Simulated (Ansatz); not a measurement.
Input file for Ansatz (a quantum-chemistry and plane-wave program): R-B97M-V/def2-TZVPP on NaLi, 2S+1 = 1, a spin state set in the input, which need not be the lowest, a point of a bond scan (R = 2.940 Å).

Ansatz 0.2 input:
```yaml
crystal:
  periodic: [false, false, false]
  atoms:
    - {symbol: Li, position_ang: [0.00000000, 0.00000000, 0.00000000]}
    - {symbol: Na, position_ang: [0.00000000, 0.00000000, 2.94024200]}
basis:
  gaussian:
    orbitals: def2-TZVPP
    pivot_positions_ang: [[0.00000000, 0.00000000, 0.00000000], [0.00000000, 0.00000000, 2.94024200]]
hamiltonian:
  xc: {name: B97M-V}
output: {forces: true, orbitals: {seedname: ./end}}
```

**Question.** What total energy does the run end on?

**Answer.** -169.7748 hartree.
